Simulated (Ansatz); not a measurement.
Reaction (formal exchange of groups at a B–C bond): `B/C=C(\F)C=C` + `C1[O][GeH2][O]1` → `[BH2][GeH]1[O]C[O]1` + `C=CC(=C)F`

Isolated molecules relaxed with PBE0-D4/def2-TZVP in Ansatz; ΔE leaves out vibrations. CCSD(T)/CBS adds triple-zeta CCSD(T) − MP2 to the extrapolated MP2 energy (def2 sets, frozen cores). DFT in def2-TZVPP. B3LYP here is the variant with VWN-RPA as its local correlation; programs differ in this. For Ge outer-core shells are correlated without core-valence functions, which leaves a few kJ/mol of doubt a bond. Scalar relativity is left out up to krypton. One conformer a species, not always the lowest.

(1) Is it downhill or uphill in electronic energy at CCSD(T)/CBS, and by how much? (An estimate is asked.)

(2) What do these levels give: r2SCAN-D4, ωB97X-V, PBE, B3LYP, HF/def2-TZVPP, CCSD/def2-TZVPP? (An estimate is asked.)

Largest T1 diagnostic among the species: 0.013.

Answers

(1) The calculation gave: Uphill: ΔE = +0.44 eV.

(2) Computed: r2SCAN-D4 0.54, ωB97X-V 0.47, PBE 0.50, B3LYP 0.50, HF/def2-TZVPP 0.48, CCSD/def2-TZVPP 0.43 eV.
